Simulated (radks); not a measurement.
Values are calculated unless marked as measured or tabulated.
Q: The mean radii <r> (bohr) of the occupied orbitals of an atom or ion are listed with their occupations. Level of theory: non-relativistic Kohn-Sham, LDA (Slater exchange, Perdew-Wang correlation), spin-polarised, spherical densities, point nucleus (a radial shooting solver on a logarithmic mesh with Libxc functionals).

orbital  occ.      <r>
1s up       1  0.05492
1s down     1  0.05492
2s up       1   0.2489
2s down     1   0.2487
2p up       3   0.2170
2p down     3   0.2167
3s up       1   0.7453
3s down     1   0.7479
3p up       3   0.7723
3p down     3   0.7765
3d up       5   0.8834
3d down     2   0.9042

Name the element and its charge. Open shells, if any, are filled with parallel spins first.

A: Z = 28, nickel, charge +3: Ni3+ in [Ar] 3d7. The 1s radius gives Z: for a bare nucleus <r> = 1.5/Z, 0.05357 bohr for Z = 28, and screening makes it slightly larger (0.05492 here). The occupations add up to 25, and the charge is Z minus that.
